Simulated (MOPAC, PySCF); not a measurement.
H5NSi2, SMILES `N[SiH]=[SiH2]`, neutral singlet in the gas phase. 

Z-matrix (Å, degrees):
```
Si
N 1 1.6882
H 2 1.0060 1 123.95
H 2 1.0064 3 113.01 1 -177.65
H 1 1.4820 2 104.87 3 3.55
Si 1 2.2174 5 122.48 2 156.00
H 6 1.4926 1 100.46 5 55.85
H 6 1.4929 7 106.14 1 -108.39
```
Charge 0, multiplicity 1.

All levels are single points at this geometry (CAM-B3LYP-D3(BJ)/def2-TZVP); Pople sets use spherical d functions. Orbital energies aren't observables, and empty levels follow the basis.

SVWN5/6-31G* in PySCF gives HOMO (eV) = -4.78.

Estimate the HOMO (eV) from each of these levels: CAM-B3LYP-D3(BJ)/def2-TZVP in PySCF; TPSSh-D3(BJ)/def2-TZVP in PySCF; B3LYP/6-31G* in PySCF; HF/3-21G in PySCF; PM6 in MOPAC.


```
level                                HOMO (eV)
-----------------------------------  ---------
CAM-B3LYP-D3(BJ)/def2-TZVP in PySCF      -6.75
TPSSh-D3(BJ)/def2-TZVP in PySCF          -5.25
B3LYP/6-31G* in PySCF                    -5.35
HF/3-21G in PySCF                        -7.32
PM6 in MOPAC                             -6.96
```
